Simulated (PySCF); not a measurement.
Delta-SCF ions had no search for a lower state. Excitations are Tamm–Dancoff values on a coarser integration grid. The basis has no diffuse functions, so Rydberg states are missing or too high.

# CH2N2Si, SMILES `N(/[H])=[SiH]\C#N` (charge 0, multiplicity 1)

Level of theory: CAM-B3LYP-D3(BJ)/def2-TZVP run with PySCF.

| Quantity | Result |
|---|---|
| HOMO | -9.70 eV |
| dipole moment | 3.97 D |
| LUMO | -1.59 eV |
| HOMO–LUMO gap | 8.11 eV |
| S1 excitation (TDA) | 4.11 eV |
| S1 oscillator strength | 0.001 |
| brightest of the four lowest singlets (TDA) | 5.53 eV |
| T1 excitation (TDA) | 3.28 eV |
| S1–T1 gap (TDA) | 0.83 eV |
| vertical ionisation energy (Delta-SCF) | 10.43 eV |
| total energy | -438.2667 Ha |
| cost | very roughly 100 core-seconds |

```xyz
6

N      2.6285    -0.4297    -0.4326
C      1.5151    -0.1783    -0.5389
Si    -0.2324     0.3281    -0.7067
N     -1.3035    -0.8188    -0.7946
H     -0.3079     1.7965    -0.7289
H     -2.2997    -0.6977    -0.8885
```
